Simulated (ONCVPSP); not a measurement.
## PBE ONCV dataset for tin (Sn), non-relativistic all-electron reference.

Sn, optimised norm-conserving Vanderbilt (ONCV), made with ONCVPSP 4.0.1 (PBE, non-relativistic). Core [Ar] 3d10, reference 4s2 4p6 4d10 5s2 5p1 (charge +1). Waves: 4s+5s: rc 1.40 bohr, ncon 5, nbas 9, qcut 10 1/bohr, 2 projectors; 4p+5p: rc 1.70 bohr, ncon 3, nbas 8, qcut 8.2 1/bohr, 3 projectors, debl 3.9 Ha; 4d: rc 1.05 bohr, ncon 5, nbas 10, qcut 10.5 1/bohr, 2 projectors, debl 1.7 Ha. Local part: polynomial inside 1.00 bohr (lpopt 5, dvloc0 0 Ha). Core correction: Teter function, fcfact 4, rcfact 1.35.

**Question.** Does the generator finish with these settings?

**Answer.** Yes, a potential is produced and its reference levels are reproduced.

**Question.** Estimate the cutoffs (Ha) at which the residual kinetic energy of the hardest occupied pseudo-wave falls to 1 and 0.1 mHa per electron.

**Answer.** 45 Ha and 54 Ha.

**Question.** Does the potential have ghost states?

**Answer.** No bound ghost flagged; GHOST(+) flagged for s at 286.6 eV.

**Question.** Which valence shell sets the plane-wave cutoff?

**Answer.** 4d: 45 Ha for 1 mHa per electron, against 38 Ha for 4s.

**Question.** Tests: 4s2 4p6 4d10 5s2 5p2; 4s2 4p6 4d10 5s2 5p0; 4s2 4p6 4d10 5s1 5p0; 4s1 4p6 4d10 5s2 5p2. Which has the largest error in its energy relative to the reference configuration, and how large is it?

**Answer.** 4s1 4p6 4d10 5s2 5p2, with -32 meV (all-electron minus pseudo) on +125.28 eV.
